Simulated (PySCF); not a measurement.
Species: Ti(SMe)Me3, C4H12STi (singlet state).
Structure used (PBE0-D3(BJ)/def2-SVP), in Å, numbered top down from 1:
```
atom  x, y, z in Å
Ti1   -0.2530   -0.3961   -0.1031
S2    -0.1838   -0.5559    2.1710
C3     0.7625    0.9983    2.3470
H4     1.7290    0.7839    2.8230
H5     0.1929    1.6999    2.9714
H6     0.9599    1.4871    1.3786
C7     1.6389   -0.3350   -0.9033
H8     2.1388    0.6353   -0.7479
H9     1.5490   -0.5218   -1.9886
H10    2.2505   -1.1334   -0.4488
C11   -1.2107    1.3184   -0.7131
H12   -1.4142    1.2169   -1.7945
H13   -0.6120    2.2292   -0.5472
H14   -2.1684    1.4126   -0.1729
C15   -1.2258   -1.9865   -0.9387
H16   -2.2467   -2.0488   -0.5224
H17   -0.6763   -2.9134   -0.6979
H18   -1.2870   -1.8738   -2.0349
```

Computed with PBE0-D3(BJ)/def2-SVP geometry optimisation, gas phase (PySCF).

(1) Which atoms are bound to Ti1, and at what distances?

(2) List the angles at Ti1.

(3) What is the shape at Ti1?

(4) What are the other bond lengths?

(5) Give some angles away from the centre.

(6) What are the rotational constants (commonest isotopes, rigid rotor)?

## Answers

(1) 4 atoms: C15 2.043 Å, C7 2.055 Å, C11 2.056 Å, S2 2.281 Å. The nearest atom not counted as bound is H12, at 2.61 Å (others tie with it).

(2) 
```
      angle  degrees  distance of the outer atoms (Å)
 S2–Ti1–C11    111.6                             3.59
 S2–Ti1–C15    111.6                             3.58
  S2–Ti1–C7    111.2                             3.58
C11–Ti1–C15    107.8                             3.31
 C7–Ti1–C15    107.6                             3.31
 C7–Ti1–C11    106.8                             3.30
```

(3) Tetrahedral: angles from 106.8° to 111.6°; τ4 = (360° − α − β)/141° = 0.97 with α and β the two widest (0 for a square, 1 for a tetrahedron). The Ti–C distances aren't all alike: 2.043 to 2.056 Å.

(4) S2–C3 1.828 Å; C3–H4, C3–H5, C3–H6 1.100 Å; C7–H8 and 8 like bonds 1.104 Å.

(5) Ti1–S2–C3 93.0°.

(6) A = 2386, B = 1402, C = 1307 MHz: an asymmetric top.

Point group: near Cs, missed by 0.10 Å at most; the miss may be what the optimiser left on a soft mode. Charge 0, singlet. Stationary, but not proved a minimum.
